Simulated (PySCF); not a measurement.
Stepwise substitution at one centre (Ge Cl-SH). Gas-phase values, no solvent. One relaxed conformer stands for each flexible species; it need not be the lowest. Strings in code marks are SMILES.

Method: PBE-D3(BJ)/def2-TZVP // PBE0-D3(BJ)/def2-TZVP in PySCF. Excitations are Tamm–Dancoff values on a coarser integration grid. The basis has no diffuse functions, so Rydberg states are missing or too high.

```csv
species,S1 oscillator strength,S1 excitation (TDA) (eV),T1 excitation (TDA) (eV)
0 of 4 Cl replaced by SH (`[Cl][Ge]([Cl])([Cl])[Cl]`),0.000,5.15,–
1 of 4 Cl replaced by SH,0.005,4.29,3.94
"2 of 4 Cl replaced by SH (`[Cl][Ge]([SH])([Cl])[SH]` (H–S–Ge–Cl torsion -83°, Cl–Ge–S–H torsion -178°))",?,4.33,4.00
3 of 4 Cl replaced by SH,0.009,4.20,?
4 of 4 Cl replaced by SH,0.000,?,3.69
```

**Question.** Complete the blanks.

**Answer.** 
- 2 of 4 Cl replaced by SH (`[Cl][Ge]([SH])([Cl])[SH]` (H–S–Ge–Cl torsion -83°, Cl–Ge–S–H torsion -178°)), S1 oscillator strength: 0.007
- 3 of 4 Cl replaced by SH, T1 excitation (TDA) (eV): 3.86
- 4 of 4 Cl replaced by SH, S1 excitation (TDA) (eV): 3.92
